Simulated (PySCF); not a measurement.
Si(F)2(OMe)(SH) (CH4F2OSSi), SMILES CO[Si](F)(F)S.

The structure is a stationary point at PBE-D3(BJ)/def2-SVP. The structure was generated by enumeration, and PubChem lists no compound with its InChIKey, so it may never have been made. Other conformers were not sampled.

Method: SMD-M06-2X/def2-SVP run with PySCF.

Solvation free energies are E(SMD) − E(gas) at the gas-phase geometry, for 1 M in both phases. In vacuum the dipole moment is 2.92 D.

Computed solvation free energies in water, ethanol, dimethylsulfoxide:
| solvent | ΔG(solv) (kcal/mol) | its non-electrostatic (CDS) part | dipole (D) |
|---|---|---|---|
| water | -2.3 | 3.6 | 3.59 |
| ethanol | -5.4 | 0.2 | 3.56 |
| dimethylsulfoxide | -4.4 | 0.7 | 3.56 |
